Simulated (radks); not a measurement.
Question: Valence configurations of neutral rhodium (all share [Kr]). All-electron calculation, scalar-relativistic Kohn-Sham, BLYP, spin-unpolarised, spherical densities, point nucleus. Program: a radial shooting solver on a logarithmic mesh with Libxc functionals. Order these by energy: 4d7.5 5s1 5p0.5; 4d7.5 5s1.5; 4d8.5 5s0.5; 4d8 5s1; 4d7 5p2; 4d9; 4d7 5s1 5p1; 4d6 5s1 5p2; 4d8 5p1; 4d7 5s2.

Answer: From the lowest, in eV above it: 4d9 0.000; 4d8.5 5s0.5 0.217; 4d8 5s1 0.783; 4d7.5 5s1.5 1.743; 4d7 5s2 3.136; 4d7.5 5s1 5p0.5 3.641; 4d8 5p1 4.414; 4d7 5s1 5p1 7.276; 4d7 5p2 11.718; 4d6 5s1 5p2 16.954. NIST lists [Kr] 4d8 5s1 as the ground configuration; this level of theory puts 4d9 lower, by 0.783 eV. The energies are those of spherical spin-averaged densities, not of single terms.
